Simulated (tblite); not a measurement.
Record of a relaxation.

C₃HF₃N (charge -1).
Numbering: `[N:1]#[C:2][CH-:3][C:4]([F:5])([F:6])[F:7]` (hydrogens: H8 on C3)
Bond orders are those of one Lewis drawing.

Computed with GFN2-xTB (tblite), gas phase: L-BFGS steps from a force-field or distance-geometry start until the largest atomic force falls under 0.01 eV/Å. 11 of its 51 geometries are shown.

Step 0: E = -658.7982 eV, largest atomic force 4.403 eV/Å
```
atom  x, y, z in Å  |  force x, y, z in eV/Å
N1      2.682   -0.127   -0.070   -2.501   0.833  -0.014
C2      1.548    0.234   -0.061   -0.167   0.254   0.116
C3      0.198    0.677   -0.016    1.415  -1.032  -0.259
C4     -0.870   -0.377   -0.001    3.276   2.928   0.279
F5     -0.795   -1.004    1.254   -1.022  -0.939  -0.749
F6     -2.124    0.146   -0.118    0.297  -1.029  -0.127
F7     -0.541   -1.258   -1.002   -1.485  -0.802   0.702
H8     -0.088    1.718   -0.011    0.187  -0.213   0.053
```

Step 5: E = -659.4261 eV, largest atomic force 0.428 eV/Å
```
atom  x, y, z in Å  |  force x, y, z in eV/Å
N1      2.631   -0.105   -0.073   -0.055   0.096  -0.013
C2      1.528    0.268   -0.054    0.209   0.142   0.013
C3      0.232    0.693   -0.037   -0.141   0.050  -0.106
C4     -0.775   -0.303   -0.001    0.288  -0.019   0.074
F5     -0.853   -1.072    1.206   -0.053  -0.253   0.093
F6     -2.055    0.105   -0.128   -0.238   0.336  -0.116
F7     -0.636   -1.303   -0.934   -0.119  -0.365  -0.028
H8     -0.064    1.726   -0.003    0.109   0.014   0.083
```

Step 10: E = -659.4563 eV, largest atomic force 0.211 eV/Å
```
atom  x, y, z in Å  |  force x, y, z in eV/Å
N1      2.639   -0.079   -0.075    0.175   0.118   0.002
C2      1.541    0.299   -0.053   -0.082  -0.097  -0.026
C3      0.229    0.685   -0.062    0.044  -0.068  -0.056
C4     -0.772   -0.309   -0.007    0.000  -0.070  -0.084
F5     -0.870   -1.108    1.211   -0.099   0.112  -0.036
F6     -2.045    0.152   -0.141    0.114  -0.062   0.020
F7     -0.665   -1.353   -0.916   -0.093   0.137   0.103
H8     -0.048    1.722    0.018   -0.059  -0.071   0.078
```

Step 15: E = -659.4855 eV, largest atomic force 0.169 eV/Å
```
atom  x, y, z in Å  |  force x, y, z in eV/Å
N1      2.704    0.036   -0.077   -0.012  -0.001  -0.017
C2      1.568    0.284   -0.070    0.142   0.050  -0.039
C3      0.247    0.633   -0.124   -0.011   0.028   0.040
C4     -0.777   -0.324   -0.039   -0.042   0.019   0.094
F5     -0.935   -1.091    1.234   -0.027   0.059   0.055
F6     -2.019    0.208   -0.154   -0.122  -0.088  -0.077
F7     -0.729   -1.383   -0.892   -0.030  -0.103  -0.119
H8     -0.051    1.647    0.096    0.103   0.035   0.062
```

Step 20: E = -659.4922 eV, largest atomic force 0.082 eV/Å
```
atom  x, y, z in Å  |  force x, y, z in eV/Å
N1      2.719    0.055   -0.084   -0.046   0.027  -0.046
C2      1.580    0.292   -0.080   -0.020  -0.074   0.004
C3      0.251    0.624   -0.123   -0.031   0.026   0.013
C4     -0.785   -0.328   -0.039    0.035  -0.006  -0.028
F5     -0.953   -1.072    1.243   -0.020  -0.004  -0.005
F6     -2.033    0.194   -0.172    0.017   0.016  -0.034
F7     -0.743   -1.393   -0.893    0.053   0.012   0.062
H8     -0.027    1.638    0.124    0.012   0.004   0.034
```

Step 25: E = -659.4973 eV, largest atomic force 0.112 eV/Å
```
atom  x, y, z in Å  |  force x, y, z in eV/Å
N1      2.719    0.085   -0.120    0.051  -0.095  -0.032
C2      1.573    0.273   -0.092    0.017   0.101  -0.031
C3      0.247    0.620   -0.116    0.043  -0.001  -0.017
C4     -0.789   -0.327   -0.049   -0.024   0.020   0.040
F5     -0.986   -1.054    1.256   -0.076  -0.005   0.047
F6     -2.036    0.190   -0.213    0.017  -0.013  -0.013
F7     -0.722   -1.407   -0.869    0.054  -0.002  -0.025
H8      0.003    1.630    0.178   -0.083  -0.004   0.031
```

Step 30: E = -659.5105 eV, largest atomic force 0.184 eV/Å
```
atom  x, y, z in Å  |  force x, y, z in eV/Å
N1      2.702    0.041   -0.216   -0.152   0.035  -0.012
C2      1.569    0.284   -0.126    0.081  -0.013  -0.006
C3      0.243    0.643   -0.080   -0.046   0.024   0.120
C4     -0.782   -0.314   -0.046    0.120  -0.058  -0.127
F5     -1.076   -1.026    1.293    0.021   0.081  -0.079
F6     -2.034    0.152   -0.295    0.057   0.017   0.018
F7     -0.617   -1.409   -0.826   -0.060   0.023   0.096
H8      0.004    1.639    0.271   -0.021  -0.110  -0.010
```

Step 35: E = -659.5159 eV, largest atomic force 0.095 eV/Å
```
atom  x, y, z in Å  |  force x, y, z in eV/Å
N1      2.704    0.058   -0.262    0.008  -0.008  -0.029
C2      1.572    0.287   -0.142    0.007   0.020   0.030
C3      0.247    0.636   -0.056    0.032  -0.042  -0.021
C4     -0.774   -0.319   -0.059   -0.033  -0.011   0.088
F5     -1.120   -0.989    1.300    0.014  -0.008  -0.029
F6     -2.019    0.154   -0.338    0.001   0.003  -0.046
F7     -0.603   -1.431   -0.800   -0.006   0.036   0.011
H8      0.002    1.612    0.333   -0.023   0.010  -0.003
```

Step 40: E = -659.5170 eV, largest atomic force 0.021 eV/Å
```
atom  x, y, z in Å  |  force x, y, z in eV/Å
N1      2.701    0.054   -0.282    0.003   0.006  -0.002
C2      1.572    0.290   -0.142    0.004  -0.001  -0.002
C3      0.249    0.636   -0.045   -0.001   0.002   0.009
C4     -0.773   -0.321   -0.048   -0.002   0.000   0.000
F5     -1.128   -0.980    1.294   -0.017   0.003  -0.012
F6     -2.015    0.151   -0.357   -0.002   0.001   0.018
F7     -0.594   -1.431   -0.790    0.009  -0.009  -0.002
H8     -0.003    1.611    0.345    0.006  -0.001  -0.009
```

Step 45: E = -659.5172 eV, largest atomic force 0.010 eV/Å
```
atom  x, y, z in Å  |  force x, y, z in eV/Å
N1      2.702    0.057   -0.288    0.001   0.003   0.000
C2      1.573    0.290   -0.143   -0.002  -0.001  -0.005
C3      0.250    0.634   -0.042    0.001  -0.003   0.009
C4     -0.774   -0.322   -0.046    0.002   0.000   0.001
F5     -1.136   -0.977    1.291   -0.001  -0.006   0.008
F6     -2.015    0.152   -0.358    0.004   0.001  -0.007
F7     -0.591   -1.433   -0.787   -0.004   0.006   0.000
H8     -0.001    1.609    0.348    0.000   0.000  -0.006
```

Step 50: E = -659.5172 eV, largest atomic force 0.009 eV/Å
```
atom  x, y, z in Å  |  force x, y, z in eV/Å
N1      2.704    0.060   -0.290    0.000   0.000  -0.005
C2      1.574    0.290   -0.145    0.005  -0.001   0.007
C3      0.251    0.632   -0.038    0.001   0.000   0.000
C4     -0.774   -0.323   -0.045   -0.001   0.002  -0.003
F5     -1.140   -0.979    1.292   -0.001   0.000   0.001
F6     -2.013    0.153   -0.360   -0.003   0.000   0.001
F7     -0.591   -1.433   -0.786    0.000  -0.002  -0.001
H8      0.000    1.609    0.347   -0.002   0.002  -0.001
```

Task: Summarise the path.

Result: The energy falls by 16.58 kcal/mol from step 0 to step 50; nine tenths of that is first reached at step 7. It rises by more than 0.2 meV at step 2. The largest force goes from 4.403 to 0.009 eV/Å. Among the bonds C4–F5 changes most, from 1.405 to 1.534 Å; the atoms move by 0.258 Å rms after alignment.

The cost below is that of the whole relaxation. Hardware: one thread of an Arm Neoverse V2, shared host. Cost: 0.13 s.
